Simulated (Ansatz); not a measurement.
Wavefunction ladder for `[CH3][AlH][CH2]F`

Z-matrix (Å, degrees):
```
C
Al 1 1.952
H 1 1.096 2 110.7
H 1 1.093 2 113.6 3 121.4
H 1 1.096 2 110.7 3 -117.3
C 2 1.984 1 118.7 3 -121.6
H 2 1.587 1 121.7 3 58.4
F 6 1.399 2 112.6 1 -179.9
H 6 1.099 2 111.7 1 -58.8
H 6 1.099 2 111.7 1 59.0
```

Total charge 0; spin multiplicity 1. All single points use the PBE0-D4/def2-TZVP geometry. It is one conformer, not always the lowest. Frozen core, restricted reference, Ansatz. CBS rows extrapolate triple and quadruple zeta; past MP2 they add the triple-zeta difference.

```json
{"basis": "def2-SVP", "HF (Eh)": "-420.34722", "MP2 corr.": "-0.53329", "CCSD corr.": "-0.57917", "(T)": "-0.01305", "CCSD(T) total": "-420.93944"}
{"basis": "def2-TZVPP", "HF (Eh)": "-420.64764", "MP2 corr.": "-0.68100", "CCSD corr.": "-0.72008", "(T)": "-0.02394", "CCSD(T) total": "-421.39166"}
{"basis": "def2-QZVPP", "HF (Eh)": "-420.66319", "MP2 corr.": "-0.73404", "CCSD corr.": "–", "(T)": "–", "CCSD(T) total": "–"}
{"basis": "CBS(def2)", "HF (Eh)": "-420.66534", "MP2 corr.": "-0.77333", "CCSD corr.": "-0.81241", "(T)": "as TZ", "CCSD(T) total": "-421.50169"}
```
